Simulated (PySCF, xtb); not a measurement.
C3H12Si3, SMILES [SiH3]C[C@H]1C[SiH2][SiH2]1.

xtb 6.7.1 with GFN2-xTB at its own geometry gives an orbital gap of 3.76 eV and a dipole moment of 1.19 D.

Coordinates come from a PBE-D3(BJ)/def2-SVP optimisation. The structure was generated by enumeration; whether it is a known compound was not checked. One conformer was computed; it need not be the lowest.

Q: What does PBE/def2-TZVP (PySCF) give? (Estimate from the structure and the level; the computed values follow.)

A: gap 5.27 eV (levels -6.17 and -0.90 eV), dipole 0.29 D.
